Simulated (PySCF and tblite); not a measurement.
Values are calculated unless marked as measured or tabulated.
Stationary points of C$_{5}$H$_{7}$FN$_{2}$O at PBE0-D3(BJ)/def2-SVP, in Å:

Structure A

```
 1 C    -2.207    0.243    0.648
 2 C    -1.544   -0.777   -0.255
 3 O    -0.297   -1.220    0.238
 4 C     0.736   -0.365    0.134
 5 C     0.897    0.853   -0.577
 6 N     2.117    1.355   -0.421
 7 N     2.751    0.494    0.367
 8 C     1.969   -0.547    0.731
 9 F     2.422   -1.503    1.512
10 H    -3.194    0.521    0.248
11 H    -1.606    1.161    0.736
12 H    -2.346   -0.172    1.657
13 H    -2.161   -1.684   -0.326
14 H    -1.427   -0.385   -1.282
15 H     0.169    1.383   -1.188
16 H     3.713    0.650    0.639
```

Structure B

```
 1 C    -2.178    0.281    0.457
 2 C    -1.509   -0.758   -0.417
 3 O    -0.279   -1.212    0.118
 4 C     0.784   -0.418   -0.023
 5 C     0.970    0.799   -0.688
 6 N     2.265    1.158   -0.658
 7 N     2.958    0.182    0.115
 8 C     2.047   -0.702    0.507
 9 F     2.369   -1.721    1.269
10 H    -3.153    0.562    0.031
11 H    -1.572    1.195    0.545
12 H    -2.344   -0.117    1.468
13 H    -2.135   -1.659   -0.491
14 H    -1.351   -0.383   -1.444
15 H     0.244    1.425   -1.205
16 H     2.883    1.368    0.417
```

Structure C

```
 1 C    -2.184    0.267    0.633
 2 C    -1.507   -0.734   -0.281
 3 O    -0.314   -1.254    0.263
 4 C     0.773   -0.469    0.219
 5 C     1.006    0.768   -0.362
 6 N     2.311    1.055   -0.104
 7 N     2.937    0.113    0.592
 8 C     2.024   -0.805    0.793
 9 F     2.297   -1.905    1.460
10 H    -3.132    0.607    0.189
11 H    -1.554    1.151    0.810
12 H    -2.403   -0.193    1.607
13 H    -2.156   -1.607   -0.438
14 H    -1.305   -0.296   -1.277
15 H     0.362    1.446   -0.917
16 H     2.817    1.886   -0.376
```

The path came from a restrained scan, a climbing-image band and a saddle search at GFN2-xTB; energies are PBE0/pcSseg-1 + D3(BJ)//PBE0-D3(BJ)/def2-SVP, thermal terms GFN2-xTB.

**Question.** Which structure is a saddle point, and along which motion?

**Answer.** B: one imaginary mode (1615i cm⁻¹ at GFN2-xTB, mostly on H16), along the shift of hydrogen on N7 from N7 to N6.

**Question.** Give their symmetry and energies above the lowest.

**Answer.** A C1, 4.1 kcal/mol; B C1, 49.0 kcal/mol; C C1, 0.0 kcal/mol.

Tunnelling of the moving H, left out here, will speed the real process. In real samples such hydrogens mostly exchange between molecules or through solvent, far faster than by this path.
